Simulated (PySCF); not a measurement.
# input.py for HI⁻

File input.py (PySCF 2.14):

```python
from pyscf import gto, dft

mol = gto.M(
    atom='H 0 0 0; I 0 0 1.643',
    basis='jorge-dzp',
    charge=-1,
    spin=1,
    verbose=4,
)
mf = dft.UKS(mol, xc='scan')
mf.kernel()
mf.analyze()
print('orbital energies (hartree):', [e[max(0, n-3):n+3].round(4) for e, n in zip(mf.mo_energy, mol.nelec)])
```

```bash
$ OMP_NUM_THREADS=1 python input.py
```

The log (some set-up lines and the per-cycle HOMO/LUMO lines with their warnings removed):

```
PySCF version 2.14.0

[INPUT] verbose = 4
[INPUT] num. atoms = 2
[INPUT] num. electrons = 55
[INPUT] charge = -1
[INPUT] spin (= nelec alpha-beta = 2S) = 1
[INPUT] symmetry False subgroup None
[INPUT] Mole.unit = angstrom
[INPUT] Symbol           X                Y                Z      unit          X                Y                Z       unit  Magmom
[INPUT]  1 H      0.000000000000   0.000000000000   0.000000000000 AA    0.000000000000   0.000000000000   0.000000000000 Bohr   0.0
[INPUT]  2 I      0.000000000000   0.000000000000   1.643000000000 AA    0.000000000000   0.000000000000   3.104820022660 Bohr   0.0

nuclear repulsion = 17.0702326103226
number of shells = 21
number of NR pGTOs = 118
number of NR cGTOs = 53
basis = jorge-dzp
ecp = {}

******** <class 'pyscf.dft.uks.UKS'> ********
method = UKS
initial guess = minao
damping factor = 0
level_shift factor = 0
DIIS = <class 'pyscf.scf.diis.CDIIS'>
diis_start_cycle = 1
diis_space = 8
diis_damp = 0
SCF conv_tol = 1e-09
SCF conv_tol_grad = None
SCF max_cycles = 50
direct_scf = True
direct_scf_tol = 1e-13
number electrons alpha = 28  beta = 27
XC library pyscf.dft.libxc version 7.0.0
    S. Lehtola, C. Steigemann, M. J.T. Oliveira, and M. A.L. Marques.,  SoftwareX 7, 1–5 (2018)
XC functionals = scan
    J. Sun, A. Ruzsinszky, and J. P. Perdew.,  Phys. Rev. Lett. 115, 036402 (2015)
    J. Sun, A. Ruzsinszky, and J. P. Perdew.,  Phys. Rev. Lett. 115, 036402 (2015)
radial grids:
    Treutler-Ahlrichs [JCP 102, 346 (1995); DOI:10.1063/1.469408] (M4) radial grids

becke partition: Becke, JCP 88, 2547 (1988); DOI:10.1063/1.454033
pruning grids: <function nwchem_prune>
grids dens level: 3
symmetrized grids: False
atomic radii adjust function: <function treutler_atomic_radii_adjust>
small_rho_cutoff = 0
Set gradient conv threshold to 3.16228e-05
tot grids = 31768
init E= -6871.940558809

cycle= 1 E= -6915.46932268342  delta_E= -43.5  |g|= 2.97  |ddm|= 3.51
cycle= 2 E= -6915.57392429045  delta_E= -0.105  |g|= 0.266  |ddm|= 3.26
cycle= 3 E= -6915.59337286983  delta_E= -0.0194  |g|= 0.119  |ddm|= 1.53
cycle= 4 E= -6915.60006749985  delta_E= -0.00669  |g|= 0.00824  |ddm|= 0.498
cycle= 5 E= -6915.60007759113  delta_E= -1.01e-05  |g|= 0.00402  |ddm|= 0.0188
cycle= 6 E= -6915.60008046632  delta_E= -2.88e-06  |g|= 0.00039  |ddm|= 0.00512
cycle= 7 E= -6915.600080575  delta_E= -1.09e-07  |g|= 0.000122  |ddm|= 0.00195
cycle= 8 E= -6915.60008058631  delta_E= -1.13e-08  |g|= 2.42e-05  |ddm|= 0.000935
cycle= 9 E= -6915.60008058689  delta_E= -5.86e-10  |g|= 3.32e-06  |ddm|= 0.000126
Extra cycle  E= -6915.60008058693  delta_E= -3.18e-11  |g|= 1.39e-06  |ddm|= 2.57e-05
converged SCF energy = -6915.60008058693  <S^2> = 0.75317041  2S+1 = 2.0031679
**** SCF Summaries ****
Total Energy =                       -6915.600080586926197
Nuclear Repulsion Energy =              17.070232610322581
One-electron Energy =                -9493.994833264947374
Two-electron Energy =                 2561.324520067698359
Two-electron Coulomb Energy =         2736.920776997620578
DFT Exchange-Correlation Energy =     -175.596256929922049
**** MO energy ****
                             alpha | beta                alpha | beta
[17 lines left out]
MO #18  energy= -4.97856687888576  | -4.97755983141557  occ= 1 | 1
MO #19  energy= -1.55774903838506  | -1.55600468030887  occ= 1 | 1
MO #20  energy= -1.55141707500708  | -1.54988675220197  occ= 1 | 1
MO #21  energy= -1.55141707500655  | -1.54988675220135  occ= 1 | 1
MO #22  energy= -1.54503310237276  | -1.5441755503427   occ= 1 | 1
MO #23  energy= -1.54503289134722  | -1.54417541885472  occ= 1 | 1
MO #24  energy= -0.404977950288692 | -0.397576419668051 occ= 1 | 1
MO #25  energy= -0.124148961810416 | -0.0970639214289615 occ= 1 | 1
MO #26  energy= -0.0190344130994417 | -0.0119101771717495 occ= 1 | 1
MO #27  energy= -0.0190344130986819 | -0.0119101771698744 occ= 1 | 1
MO #28  energy= 0.152090407304473  | 0.237424938957274  occ= 1 | 0
MO #29  energy= 0.382156430435483  | 0.426932968387932  occ= 0 | 0
MO #30  energy= 0.417274425276448  | 0.439895198482315  occ= 0 | 0
MO #31  energy= 0.417274425277342  | 0.439895198482657  occ= 0 | 0
[22 lines left out]

To work with the spin densities directly, `use mulliken_meta_spin()` only printing them here.

 ** Mulliken spin pop alpha/beta on meta-lowdin orthogonal AOs **
 ** Mulliken Spin Density (per AO)  **
 ** Mulliken Spin Density (per atom)  **
spin density of  0 H =      0.68289
spin density of  1 I =      0.31711
 ** Mulliken pop alpha/beta on meta-lowdin orthogonal AOs **
 ** Mulliken pop       alpha | beta **
pop of  0 H 1s        0.91229 | 0.35831
pop of  0 H 2s        0.13053 | 0.00070
pop of  0 H 2px       0.00018 | 0.00020
pop of  0 H 2py       0.00018 | 0.00020
pop of  0 H 2pz       0.00110 | 0.00197
pop of  1 I 1s        0.99607 | 0.99607
pop of  1 I 2s        0.99580 | 0.99579
pop of  1 I 3s        0.99657 | 0.99655
pop of  1 I 4s        0.99855 | 0.99851
pop of  1 I 5s        0.98970 | 0.94941
pop of  1 I 6s        0.00281 | 0.00124
pop of  1 I 7s        0.00180 | 0.00152
[41 lines left out]
In total            28.00000 | 27.00000
 ** Mulliken atomic charges   ( Nelec_alpha | Nelec_beta ) **
charge of  0H =     -0.40568  (     1.04429      0.36139 )
charge of  1I =     -0.59432  (    26.95571     26.63861 )

WARN: System has nonzero charge -1; the dipole moment is origin-dependent.
Location of origin: [0. 0. 0.]

Dipole moment(X, Y, Z, Debye): -0.00000,  0.00000, -6.35740
orbital energies (hartree): [array([-0.019 , -0.019 ,  0.1521,  0.3822,  0.4173,  0.4173]), array([-0.0971, -0.0119, -0.0119,  0.2374,  0.4269,  0.4399])]
```

In short: E(SCF) = -6915.600081 Eh, 9 cycles, ⟨S²⟩ = 0.753.

Hardware: Arm Neoverse V1, 1 thread, shared host. Wall time 5.2 s, peak memory 0.21 GiB.

No relativity is included for the heavy element. The basis has no diffuse functions, which an anion needs. The bond length is a typed value, not an optimised one. The dipole of an ion depends on the origin. No search for the lowest solution was made.
